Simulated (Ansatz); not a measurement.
trans-[VF2(H2O)4]+ (VO4F2H8⁺), relaxed as a singlet with RKS PBE-D4/def2-SVP in Ansatz, starting from the PBE-D4/def2-SVP geometry of the charge +1 triplet. Force threshold 0.02 eV/Å.

The restricted singlet is unstable towards broken spin symmetry at other levels; at PBE-D4/def2-SVP this wasn't settled. The name describes the triplet; other states may take another shape. At PBE-D4/def2-SVP a triplet of charge 1 lies 0.86 eV below the restricted singlet, each at its own geometry.

Start:

Cartesian coordinates in Å:
```
V 0.000 0.000 0.000
F -1.447 -0.845 0.668
F 1.446 0.846 -0.668
O -0.317 1.602 1.329
H 0.497 2.088 1.574
H -0.758 1.354 2.167
O 0.323 -1.598 -1.332
H 0.774 -1.345 -2.163
H -0.487 -2.083 -1.590
O -1.206 0.893 -1.471
H -0.895 1.754 -1.819
H -2.149 1.010 -1.236
O 1.200 -0.897 1.474
H 2.142 -1.026 1.243
H 0.877 -1.753 1.824
```

Q: Estimate the energy that the relaxation releases and the steps that it takes.

A: 0.24 eV, in 34 steps; 62 s on 4 threads of Arm Neoverse V2 on a shared host. The force fell under the threshold at step 4, but the optimiser went on and released 0.111 eV more. No frequencies were taken in this run, so the end may be a saddle point.

Q: Does the start keep its bonding and symmetry?

A: By distances, no bond broke or formed. The bond that changes most is V1–O10, from 2.10 to 2.17 Å (atoms count from 1).

Q: Predict the relaxed structure.

A: 
Cartesian coordinates in Å:
```
V 0.011 0.023 0.076
F -1.372 -0.971 0.477
F 1.348 0.829 -0.719
O -0.233 1.461 1.510
H -0.631 2.350 1.425
H 0.398 1.508 2.257
O 0.459 -1.576 -1.323
H 0.896 -1.236 -2.130
H -0.355 -2.023 -1.635
O -1.229 0.917 -1.463
H -0.839 1.686 -1.924
H -2.159 1.149 -1.276
O 1.211 -0.979 1.507
H 1.830 -1.622 1.101
H 0.663 -1.517 2.116
```
Bond lengths: 4 × O–V 2.05 to 2.17 Å; 2 × F–V 1.75 Å; 8 × H–O 0.98 Å.
